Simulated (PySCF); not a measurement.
SiH₃Cl, SMILES [SiH3]Cl. Geometry optimised at B3LYP-D3(BJ)/def2-TZVP. The isomer is the one that the SMILES or the coordinates give; other isomers of the formula were not compared.

TDDFT-PBE/def2-TZVPD in PySCF 2.14.0 puts the lowest singlet excitations at 6.60, 6.60, 7.40, 7.40, 7.78, 7.94 eV.

### Question
What are the lowest excitation roots from ADC(2)/aug-cc-pVDZ run with PySCF? (An estimate is asked for; the answer gives what the named calculation found.)

### Answer
7.69, 7.69, 8.50, 8.50, 8.97, 9.21 eV. S1 differs by 1.09 eV (second minus first; roots are paired by order, and the bases may differ).
